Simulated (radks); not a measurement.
Values are calculated unless marked as measured or tabulated.
Polarisability of the ruthenium ion Ru3+, [Kr] 4d5, at imaginary frequency. Level of theory: non-relativistic Kohn-Sham, LDA (Slater exchange, VWN5 correlation), spin-polarised, spherical densities, point nucleus; open shells are filled with parallel spins first (spin-orbit coupling, left out, can overturn this in heavy ions); relativity is left out, which matters for an element this heavy (a radial shooting solver on a logarithmic mesh with Libxc functionals). Response by self-consistent Sternheimer equations with the Hartree and adiabatic LDA kernel.

w (hartree)  alpha1(iw) (bohr^3)
0.00266                    4.941
0.0143                     4.940
0.0360                     4.934
0.0697                     4.915
0.118                      4.869
0.186                      4.770
0.280                      4.580
0.413                      4.254
0.605                      3.756
0.892                      3.083
1.35                       2.274
2.12                       1.424
3.59                      0.7027
6.94                      0.2558
17.5                     0.06171

Static values: alpha1 = 4.941 bohr^3 (0.7321 angstrom^3; uncoupled 7.127). C6 = 22.63, triple-dipole C9 = 78.44 atomic units. One-pole (London) frequency 4 C6 / (3 alpha1^2) = 1.236 hartree, against 1.448 for minus the highest occupied eigenvalue. The dipole shielding factor is 0.932, as the force sum rule N/Z = 0.932 demands.
